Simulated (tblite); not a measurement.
Compound: C7H6NO (doublet state).
Structure used (GFN2-xTB), in Å, numbered top down from 1:
```xyz
15
C7H6NO angstrom
C      2.835    0.013   -0.658
N      1.796    0.664   -0.913
C      0.528    0.306   -0.495
C     -0.284    1.321    0.052
C     -1.598    1.047    0.422
C     -2.136   -0.195    0.224
C     -1.355   -1.272   -0.364
O     -1.826   -2.405   -0.528
C      0.009   -0.950   -0.711
H      2.868   -0.870   -0.014
H      3.769    0.352   -1.083
H      0.137    2.306    0.182
H     -2.196    1.835    0.856
H     -3.160   -0.417    0.482
H      0.609   -1.727   -1.161
```

Level: GFN2-xTB in tblite, geometry and Hessian alike; calculated harmonic values, unscaled, isolated species. Against measured fundamentals such values can be off by several per cent, at times by over 20. One conformer, not necessarily the lowest. Open shells enter through the occupations alone, without spin polarisation, and single modes of such species can be off by tens of per cent.

Harmonic wavenumbers (cm⁻¹): 102.3, 133.8, 161.9, 241.1, 333.7, 391.5, 444.4, 467.3, 500.9, 582.3, 625.9, 696.4, 726.6, 743.5, 791.3, 865.5, 917.4, 929.8, 973.1, 982.0, 1100.8, 1121.4, 1151.3, 1189.2, 1220.4, 1270.9, 1346.0, 1390.7, 1415.6, 1491.2, 1531.8, 1554.4, 1743.1, 2907.9, 3071.6, 3074.6, 3095.3, 3102.3, 3105.7.

A = 3182, B = 1323, C = 950.8 MHz; mass 120.045 u (most abundant isotopes); point group C1, symmetry number 1; spin multiplicity 2.

Problem. Zero-point energy?

Solution. Half the sum of the wavenumbers: 23747 cm⁻¹ = 67.90 kcal/mol.

Problem. Entropy at 500 K, 1 bar (ideal gas, RRHO, classical rotation)?

Solution. Translation 42.86, rotation 30.32, vibration 34.31, spin (R ln 2) 1.38: S = 108.9 cal/(mol K).

Problem. And Cp and H(500 K) − H(0)?

Solution. Cp = 47.50 cal/(mol K), of which vibrations give 39.55 (their classical limit is 39 R = 77.5); H(500 K) − H(0) = 13.65 kcal/mol without the zero-point energy, 9.68 from vibrations.

Problem. Which modes carry the vibrational entropy at 500 K?

Solution. 102.3 cm⁻¹: 4.42; 133.8 cm⁻¹: 3.90; 161.9 cm⁻¹: 3.52; 241.1 cm⁻¹: 2.75; 333.7 cm⁻¹: 2.14; 391.5 cm⁻¹: 1.85 cal/(mol K); the other 33 give 15.72 together.

Problem. How do the functions run with temperature in this model?

Solution. 
```csv
T (K),S (cal/(mol K)),Cp (cal/(mol K)),H − H(0) (kcal/mol),G − H(0) (kcal/mol),ln q(vib)
150,71.8,18.3,1.85,-8.93,1.25
250,83.3,27.4,4.12,-16.69,2.85
298.15,88.5,31.8,5.55,-20.82,3.70
400,99.0,40.5,9.24,-30.38,5.59
600,118.0,53.1,18.69,-52.13,9.48
900,141.9,64.4,36.49,-91.25,15.16
```

q(vib) and H(0) count from the zero-point level.

Problem. Blend soft modes into free rotors: weight 1/[1 + (100 cm⁻¹/ν̃)⁴] for the oscillator and the rest for a rotor with moment μB/(μ + B), μ = h/(8π²ν), B = 10⁻⁴⁴ kg m². What vibrational entropy results?

Solution. 33.52 cal/(mol K) in place of 34.31, which changes −T·S at 500 K by +0.40 kcal/mol.

Hindered rotation and anharmonicity are outside this model. Other conformers, if any are populated, would add a mixing term that is left out. The structure is chiral; the term R ln 2 for an equal mix with its mirror image is left out.
